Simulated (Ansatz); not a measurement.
Basis-set series for CH4ClFO2Si, SMILES `CO[Si](O)(F)Cl`. Charge 0, multiplicity 1. The geometry is a stationary point of PBE0-D4/def2-TZVP. It is one conformer, not always the lowest.

| functional | basis | functions | energy (Eh) | HOMO (eV) | LUMO (eV) |
| --- | --- | --- | --- | --- | --- |
| PBE0-D4 | def2-SVP | 112 | -1039.66701 | -8.82 | 1.04 |
| PBE0-D4 | def2-TZVPP | 264 | -1040.30385 | -8.97 | 0.50 |
| ωB97M-V | def2-SVP | 112 | -1040.10862 | -11.20 | 2.77 |
| ωB97M-V | def2-TZVPP | 264 | -1040.75152 | -11.37 | 2.02 |

(1) Give the rows for def2-QZVPP. (Estimate.)

Results:

(1) Ansatz gave: 
```csv
functional,basis,functions,energy (Eh),HOMO (eV),LUMO (eV)
PBE0-D4,def2-QZVPP,488,-1040.34467,-9.01,0.12
ωB97M-V,def2-QZVPP,488,-1040.79014,-11.42,1.40
```

Positive LUMOs are unbound and depend on the basis.
